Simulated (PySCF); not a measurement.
# SMILES C(=C=CC)(C)C#N, C₆H₇N

Molfile (atoms numbered from 1):
```
C6H7N
     RDKit          3D

 14 13  0  0  0  0  0  0  0  0999 V2000
    2.2557   -0.3603    0.3659 C   0  0  0  0  0  0  0  0  0  0  0  0
    1.0903   -0.4052   -0.5760 C   0  0  0  0  0  0  0  0  0  0  0  0
   -0.1463   -0.1167   -0.2687 C   0  0  0  0  0  0  0  0  0  0  0  0
   -1.3960    0.1729    0.0489 C   0  0  0  0  0  0  0  0  0  0  0  0
   -2.3961   -0.8391    0.5502 C   0  0  0  0  0  0  0  0  0  0  0  0
   -1.8440    1.5308   -0.0894 C   0  0  0  0  0  0  0  0  0  0  0  0
   -2.2402    2.6167   -0.1874 N   0  0  0  0  0  0  0  0  0  0  0  0
    2.7406   -1.3476    0.4271 H   0  0  0  0  0  0  0  0  0  0  0  0
    1.9490   -0.0566    1.3755 H   0  0  0  0  0  0  0  0  0  0  0  0
    3.0140    0.3511    0.0022 H   0  0  0  0  0  0  0  0  0  0  0  0
    1.2944   -0.6994   -1.6153 H   0  0  0  0  0  0  0  0  0  0  0  0
   -2.7634   -0.5571    1.5489 H   0  0  0  0  0  0  0  0  0  0  0  0
   -1.9361   -1.8336    0.6086 H   0  0  0  0  0  0  0  0  0  0  0  0
   -3.2660   -0.8880   -0.1226 H   0  0  0  0  0  0  0  0  0  0  0  0
  1  2  1  0
  2  3  2  0
  3  4  2  0
  4  5  1  0
  4  6  1  0
  6  7  3  0
  1  8  1  0
  1  9  1  0
  1 10  1  0
  2 11  1  0
  5 12  1  0
  5 13  1  0
  5 14  1  0
M  END
```

Theory: TDDFT CAM-B3LYP/def2-TZVPD circular dichroism and optical rotation, one conformer, gas phase (PySCF 2.14.0). Geometry: PBE0-D3(BJ)/def2-SVP.

No stereocentre is labelled: unless the shape is locked (an allene, a helicene, a hindered biaryl), the mirror image is equally populated and a measured rotation or CD is zero.

(1) Draw the ECD and absorption spectra from the lowest 12 states, each a Gaussian of half-width 0.3 eV at 1/e height.

Answers

(1) 
| E (eV) | λ (nm) | Δε (L mol⁻¹ cm⁻¹) | ε (L mol⁻¹ cm⁻¹) |
| --- | --- | --- | --- |
| 4.83 | 257 | +0.02 | 1.11 |
| 4.93 | 251 | +0.07 | 3.01 |
| 5.03 | 246 | +0.15 | 6.58 |
| 5.13 | 242 | +0.26 | 11.6 |
| 5.23 | 237 | +0.39 | 16.9 |
| 5.33 | 233 | +0.51 | 23.3 |
| 5.43 | 228 | +0.64 | 45.5 |
| 5.53 | 224 | +0.84 | 150 |
| 5.63 | 220 | +1.09 | 551 |
| 5.73 | 216 | +1.25 | 1740 |
| 5.83 | 213 | +1.13 | 4460 |
| 5.93 | 209 | +0.64 | 9200 |
| 6.03 | 206 | -0.06 | 15200 |
| 6.13 | 202 | -0.68 | 20200 |
| 6.23 | 199 | -0.97 | 21400 |
| 6.33 | 196 | -0.87 | 18200 |
| 6.43 | 193 | -0.49 | 12400 |
| 6.53 | 190 | +0.14 | 6920 |
| 6.63 | 187 | +1.29 | 3410 |
| 6.73 | 184 | +3.58 | 2250 |
| 6.83 | 181 | +7.49 | 3200 |
| 6.93 | 179 | +12.11 | 6380 |
| 7.03 | 176 | +14.48 | 12200 |
| 7.13 | 174 | +11.31 | 20600 |
| 7.23 | 171 | +2.43 | 29700 |
| 7.33 | 169 | -7.71 | 35900 |
| 7.43 | 167 | -13.10 | 36200 |
| 7.53 | 165 | -10.81 | 30900 |
| 7.63 | 162 | -2.44 | 23700 |
| 7.73 | 160 | +8.08 | 18000 |
| 7.83 | 158 | +17.13 | 14600 |
| 7.93 | 156 | +22.46 | 12300 |

Δε uses R in velocity form, ε uses f in length form. Only the states computed contribute, so the short-wavelength end is incomplete.
